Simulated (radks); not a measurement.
The numbers below are computed, except where a source is named.
Excited configurations of Se2+: one electron is placed in a higher orbital outside [Ar] 3d10 4s2 4p1. The ground configuration is [Ar] 3d10 4s2 4p2. Code: a radial shooting solver on a logarithmic mesh with Libxc functionals. Model: scalar-relativistic Kohn-Sham, PBEsol, spin-unpolarised, spherical densities, finite nucleus; Fermi nuclear charge, rms radius 4.14 fm. Excitation = E - E(ground); binding = E(ion) - E, where the ion is the core of charge +3; n* = 3/sqrt(2 binding) in atomic units, and the quantum defect is n - n*.

outer orbital  excitation (eV)  binding (eV)     n*  quantum defect  eigenvalue (eV)  <r> (bohr)
4f                      22.944         7.958  3.923           0.077           -6.278       5.573
5s                      14.969        15.934  2.772           2.228          -13.537       3.947
5p                      18.100        12.802  3.093           1.907          -10.806       4.624
5d                      22.319         8.583  3.777           1.223           -7.156       6.360
5f                      25.553         5.349  4.785           0.215           -4.398       9.596
6s                      22.157         8.745  3.742           2.258           -7.494       7.184
6p                      23.481         7.421  4.062           1.938           -6.323       8.174
6d                      25.450         5.452  4.739           1.261           -4.641       10.56
6f                      27.129         3.773  5.697           0.303           -3.191       14.62
7p                      26.045         4.857  5.021           1.979           -4.192       12.65
7d                      27.120         3.782  5.690           1.310           -3.251       15.71
7f                      28.115         2.787  6.629           0.371           -2.394       20.62

The Delta-SCF ionisation energy is 30.902 eV (NIST Atomic Spectra Database: 31.70 eV, measured). Self-interaction in the functional shifts the binding energies and quantum defects, so they are the method's values and not measured ones. Spin polarisation and multiplet splitting are left out, so open shells lie too high by an amount that depends on their filling.

Beside tabulated values, note that spin-unpolarised runs miss the spin-polarisation part of the exchange energy of open shells.
